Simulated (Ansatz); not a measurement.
diethyl sulfide (C4H10S), singlet, geometry from GFN2-xTB; SC-NEVPT2/STO-3G, CASSCF(6,4) run with Ansatz (a first-principles code).

The Ansatz input:
Ansatz 0.2 input:
```yaml
crystal:
  periodic: [false, false, false]
  atoms:
    - {symbol: C, position_ang: [2.56060564, -0.00707275, -0.23877627]}
    - {symbol: C, position_ang: [1.10628714, 0.25262396, -0.57989658]}
    - {symbol: S, position_ang: [0.03808879, -0.23026268, 0.82756101]}
    - {symbol: C, position_ang: [-1.55367715, 0.47435091, 0.28021727]}
    - {symbol: C, position_ang: [-2.19309830, -0.30923125, -0.85063707]}
    - {symbol: H, position_ang: [2.85038234, 0.56301534, 0.64059503]}
    - {symbol: H, position_ang: [3.19644060, 0.28356881, -1.07274858]}
    - {symbol: H, position_ang: [2.71646881, -1.06262856, -0.02950770]}
    - {symbol: H, position_ang: [0.93045206, 1.31266473, -0.76924682]}
    - {symbol: H, position_ang: [0.80283867, -0.33005536, -1.45022808]}
    - {symbol: H, position_ang: [-1.37464226, 1.51310134, -0.00061993]}
    - {symbol: H, position_ang: [-2.18236168, 0.45085198, 1.16977261]}
    - {symbol: H, position_ang: [-2.31489998, -1.35094671, -0.56332512]}
    - {symbol: H, position_ang: [-1.58257919, -0.26590943, -1.74986424]}
    - {symbol: H, position_ang: [-3.17222414, 0.10651551, -1.08124739]}
basis:
  gaussian:
    orbitals: STO-3G
magnetization: {spin_polarized: false}
correlation: {method: sc_nevpt2, electrons: all, active_space: {window: {electrons: 6, orbitals: 4}}}
```

The log (banner, timings and long lists left out):

```
Functional definition: HF
521 factors; integrals over basis functions are off by at most 3.9e-5 eV
mean field evaluation 1: about -14927.3198 eV, gradient 1.9e1 eV
mean field evaluation 2: about -14927.6021 eV, gradient 1.9e1 eV
mean field evaluation 4: about -14929.1793 eV, gradient 1.3e0 eV
mean field evaluation 8: about -14929.1862 eV, gradient 2.1e-6 eV
mean field -14929.18620540 eV, -548.6374736826 hartree, gradient 6.3e-7 eV, S^2 0.000000; 0 other end points of the search recorded, 0 dependent functions left out
reference -14929.18620540 eV, -548.6374736826 hartree; 25, 25 occupied and 14, 14 virtual orbitals, 521 factors
state -14929.73154886 eV, -548.6575146851 hartree
state -14929.73154886 eV, -548.6575146851 hartree; corrected -14935.69376367 eV, -548.8766220381 hartree
Total energy: -14935.69376367 eV, -548.8766220381 hartree
```
